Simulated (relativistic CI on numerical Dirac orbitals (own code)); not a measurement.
**Energy levels of Ag XVIII**

Calculated at this level of theory: Dirac-Coulomb-Breit CI, KLI orbitals optimised for each configuration, QED by a radiative potential, unscaled Slater integrals (own radial code, finite nucleus).

Configurations in the expansion (outside the closed core [Ar] 3d10): 4s2, 4s.4p, 4p2, 4s.4d, 4d2, 4s.4f, 4p.4d, 4f2, 4p.4f, 4s.5s, 4d.4f, 4s.5p, 4s.5d, 4s.5f, 4s.5g, 4s.6s. Levels of other configurations are missing.

| No. | Configuration | Term | J | E (cm⁻¹) | % | Lifetime (s) |
| --- | --- | --- | --- | --- | --- | --- |
| 41 | 4d2 | 3F | 2 | 1781544 | 34 | 4.64e-12 |
| 42 | 4d2 | 3P | 0 | 1784533 | 97 | 5.08e-12 |
| 43 | 4d2 | 3P | 1 | 1788700 | 100 | 5.32e-12 |
| 44 | 4p.4f | 3G | 5 | 1789147 | 100 | 9.05e-12 |
| 45 | 4p.4f | 1F | 3 | 1792395 | 38 | 7.01e-12 |
| 46 | 4d2 | 3P | 2 | 1794373 | 93 | 5.68e-12 |
| 47 | 4s.5p | 3P° | 0 | 1802373 | 100 | 6.69e-12 |
| 48 | 4s.5p | 3P° | 1 | 1805217 | 82 | 5.24e-12 |
| 49 | 4p.4f | 3F | 4 | 1812219 | 50 | 4.71e-12 |
| 50 | 4p.4f | 3F | 3 | 1813108 | 46 | 5.27e-12 |
| 51 | 4p.4f | 3D | 2 | 1813676 | 65 | 6.24e-12 |
| 52 | 4p.4f | 3D | 1 | 1814678 | 100 | 7.53e-12 |
| 53 | 4s.5p | 3P° | 2 | 1828609 | 100 | 6.98e-12 |
| 54 | 4s.5p | 1P° | 1 | 1837568 | 82 | 3.78e-12 |
| 55 | 4d2 | 1S | 0 | 1850894 | 95 | 5.81e-12 |
| 56 | 4p.4f | 1D | 2 | 1869420 | 66 | 5.71e-12 |
| 57 | 4p.4f | 1G | 4 | 1892439 | 56 | 3.86e-12 |
| 58 | 4s.5d | 3D | 1 | 2056235 | 100 | 7.09e-12 |
| 59 | 4s.5d | 3D | 2 | 2057578 | 94 | 7.09e-12 |
| 60 | 4s.5d | 3D | 3 | 2061216 | 100 | 6.74e-12 |
| 61 | 4s.5d | 1D | 2 | 2067812 | 93 | 7.83e-12 |
| 62 | 4d.4f | 3H° | 4 | 2270319 | 88 | 1.11e-11 |
| 63 | 4d.4f | 3H° | 5 | 2276066 | 100 | 1.29e-11 |
| 64 | 4d.4f | 1G° | 4 | 2278448 | 80 | 8.45e-12 |
| 65 | 4d.4f | 3H° | 6 | 2282286 | 100 | 1.46e-11 |
| 66 | 4d.4f | 3F° | 2 | 2285209 | 77 | 6.12e-12 |
| 67 | 4d.4f | 3F° | 3 | 2287187 | 66 | 6.20e-12 |
| 68 | 4s.5f | 3F° | 4 | 2289426 | 64 | 6.07e-12 |
| 69 | 4s.5f | 3F° | 2 | 2292186 | 81 | 5.64e-12 |
| 70 | 4s.5f | 3F° | 3 | 2292927 | 53 | 5.83e-12 |
| 71 | 4s.5f | 1F° | 3 | 2293841 | 77 | 5.80e-12 |
| 72 | 4d.4f | 3F° | 4 | 2295100 | 60 | 6.33e-12 |
| 73 | 4d.4f | 1D° | 2 | 2305861 | 92 | 5.81e-12 |
| 74 | 4d.4f | 3G° | 3 | 2328240 | 97 | 3.92e-12 |
| 75 | 4d.4f | 3G° | 4 | 2332480 | 99 | 4.10e-12 |
| 76 | 4d.4f | 3P° | 2 | 2332930 | 67 | 4.82e-12 |
| 77 | 4d.4f | 3D° | 1 | 2335246 | 58 | 4.65e-12 |
| 78 | 4d.4f | 3G° | 5 | 2336120 | 100 | 4.24e-12 |
| 79 | 4d.4f | 3D° | 3 | 2338648 | 95 | 4.62e-12 |
| 80 | 4d.4f | 3P° | 0 | 2341525 | 100 | 5.29e-12 |
| 81 | 4d.4f | 3D° | 2 | 2341581 | 68 | 4.91e-12 |
| 82 | 4d.4f | 3P° | 1 | 2341970 | 58 | 5.05e-12 |
| 83 | 4d.4f | 1F° | 3 | 2359131 | 93 | 4.46e-12 |
| 84 | 4s.5g | 3G | 3 | 2366792 | 100 | 1.73e-12 |
| 85 | 4s.5g | 3G | 4 | 2366918 | 100 | 1.73e-12 |

Energies count from the lowest computed level; ° marks odd parity; lifetimes are radiative, by E1, M1, E2, M2 decay to levels of this space only.

The mean weight of the leading LS term, summed over parents, in these 45 levels is 81 %, and that of the leading jj configuration (from the same eigenvectors) 73 %.

At this charge energies of transitions that change n are usually good to better than 1 %, and those within a shell (Δn = 0) to a few per cent.

LS names give the leading component of a level, which can be under half, so a name can repeat, a term be missing and a line seem to break the LS rules.
